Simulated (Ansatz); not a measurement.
The cluster Li₁₆⁺. Total charge 1; doublet. Geometry PBE/def2-SVP; atoms count from 1.

Cartesian coordinates in Å:
```
Li 1.023 3.914 0.360
Li -1.683 -1.721 1.328
Li -0.483 -0.625 -0.956
Li -1.442 -0.357 -3.618
Li -2.931 0.329 -0.820
Li -0.385 2.046 -1.808
Li 2.391 2.994 -2.461
Li 1.717 1.859 2.954
Li -0.485 -0.485 4.009
Li 0.673 -3.046 -0.396
Li 1.046 -0.949 1.660
Li -2.268 -2.742 -1.621
Li 1.792 1.223 -0.148
Li 1.621 -0.277 -2.689
Li -0.734 1.334 1.304
Li 0.148 -3.500 2.901
```

Another isomer (doublet) lies 0.46 eV lower at PBE0/def2-TZVP; other spin states weren't run for this one.

Estimate the Mulliken populations from the PBE0/def2-TZVP orbitals of Ansatz.


```tsv
atom	charge (e)	spin (α − β)
Li1	0.13	0.04
Li2	0.14	0.10
Li3	-1.10	-0.11
Li4	0.22	0.05
Li5	0.24	0.08
Li6	0.14	0.10
Li7	0.18	0.15
Li8	0.14	-0.03
Li9	0.13	0.04
Li10	0.19	0.03
Li11	-0.08	0.06
Li12	0.22	0.05
Li13	-0.08	0.06
Li14	0.19	0.03
Li15	0.15	0.19
Li16	0.19	0.16
```
Mulliken values depend strongly on the basis.

Where does the spin sit?

Summed by element: Li 1.00, of 1 unpaired in all. Largest on single atoms: Li15 0.19, Li16 0.16, Li7 0.15.

And the Mayer bond orders between heavy atoms (over 0.3)?

Li3–Li4 0.40 (2.84 Å); Li3–Li5 0.40 (2.63 Å); Li3–Li12 0.40 (2.85 Å).
